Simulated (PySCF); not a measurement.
# Vanadium: a sound run and one with changed settings

Sound run: V [Ar] 3d3 4s2, V⁺ [Ar] 3d4. Calculation: PySCF 2.14, in x2c-TZVPall (6s5p4d1f, 48 functions); the spin-free X2C one-electron Hamiltonian (Gaussian nucleus). The sound run starts from symmetry-adapted Hartree-Fock orbitals and uses a fine grid where one is needed.

Changed run: 6 angular points. This setting is unsound on purpose.

```csv
species,method,sound run (hartree),changed run (hartree),converged
V,UHF,-948.13172,-948.13172,yes
V,B3LYP,-949.19759,-948.22471,yes
V,PBE0,-948.96267,-947.97851,yes
V⁺,UHF,-947.90607,-947.90607,yes
V⁺,B3LYP,-948.94741,-949.62076,yes
V⁺,PBE0,-948.72913,-949.28504,yes
```

Ionisation energy of V:

| method | sound run (eV) | changed run (eV) |
| --- | --- | --- |
| UHF | 6.140 | 6.140 |
| PBE0 | 6.355 | -35.553 |

A coarse angular grid integrates products of high-l functions wrongly, so density functionals can shift, and the SCF can exploit the error; Hartree-Fock and MP2 need no grid. A negative ionisation energy or a positive MP2 energy shows that the occupation asked for is not the lowest one in this basis.

For comparison, NIST gives 6.746 eV between the lowest levels.
